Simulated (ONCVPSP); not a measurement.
**What one change does to a pseudopotential (Sb (Z = 51), ONCV)**

```json
{
  "Element": "antimony (Sb)",
  "Generator": "ONCVPSP 4.0.1",
  "Type": "optimised norm-conserving Vanderbilt (ONCV)",
  "Functional": "PBE",
  "Relativity": "fully relativistic",
  "Frozen core": "[Kr]",
  "Valence charge": "15",
  "Reference configuration": "4d10 5s1.5 5p3.5",
  "Partial waves": "5s: rc 1.70 bohr, ncon 5, nbas 9, qcut 3.6 1/bohr, 3 projectors, debl 0.7 Ha; 5p: rc 2.20 bohr, ncon 3, nbas 7, qcut 3.5 1/bohr, 2 projectors, debl 3.4 Ha; 4d: rc 1.05 bohr, ncon 5, nbas 9, qcut 10.7 1/bohr, 2 projectors, debl 3.1 Ha",
  "Local potential": "polynomial inside 1.05 bohr (lpopt 3, dvloc0 2 Ha)",
  "Core correction": "Teter function fitted to the true core (icmod 2), fcfact 0.55"
}
```

Open shells are filled in proportion to 2j + 1.

Change: s: qcut 4.1; p: qcut 4; d: qcut 12.3.

Cutoffs: the cutoffs (Ha) at which the residual kinetic energy of the hardest occupied pseudo-wave falls to 1 and 0.1 mHa per electron; they do not see the model core or the augmentation charge, which bear on the density cutoff. Errors are all-electron minus pseudo energies relative to the spin-unpolarised reference configuration.

What does the change do?

The potential gets neither clearly harder nor softer (62 Ha and 78 Ha → 62 Ha and 78 Ha); the bound ghosts move from d, s to s; of the 4 tests that both files solve, the error grows in 0 and shrinks in 3 by more than 15 % and 0.3 meV (median size 0.8 → 0.3 meV).

| quantity | base | changed |
| --- | --- | --- |
| cutoff, loose | 62 Ha | 62 Ha |
| cutoff, tight | 78 Ha | 78 Ha |
| loose cutoff by channel | s 62 Ha, p 5.4 Ha, d 49 Ha | s 62 Ha, p 6.0 Ha, d 51 Ha |
| bound ghosts | s, d5/2 | s |
| GHOST(+) flags under 300 eV | p3/2 at 70.8 eV, p1/2 at 78.5 eV | p3/2 at 68.7 eV, p1/2 at 78.1 eV |
| error for 4d10 5s2 5p3, meV [ΔE -4.02 eV] | +0.5 | -0.1 |
| error for 4d10 5s2 5p2, meV [ΔE 4.32 eV] | +1.1 | -0.2 |
| error for 4d10 5s2 5p1, meV [ΔE 20.31 eV] | +1.3 | -0.3 |
| error for 4d10 5s1 5p4, meV [ΔE 4.07 eV] | -0.2 | -0.5 |
| s: phases at 1.72 bohr within 0.05 rad from the reference energy up to (Ha; the scan ends near 5) | to the end of the scan | to the end of the scan |
| p3/2: phases at 2.23 bohr within 0.05 rad from the reference energy up to (Ha; the scan ends near 5) | 2.5 | 2.5 |
| p1/2: phases at 2.23 bohr within 0.05 rad from the reference energy up to (Ha; the scan ends near 5) | 2.8 | 2.8 |
| d5/2: phases at 1.07 bohr within 0.05 rad from the reference energy up to (Ha; the scan ends near 5) | to the end of the scan | to the end of the scan |
| d3/2: phases at 1.07 bohr within 0.05 rad from the reference energy up to (Ha; the scan ends near 5) | to the end of the scan | to the end of the scan |
| rms error of d²Exc/dni dnj with the model core, mHa | 4.13 | 4.15 |

 A true bound ghost makes a file unfit for plane-wave use even where its test errors are small: the radial tests pick states by their node count and pass the ghost by.
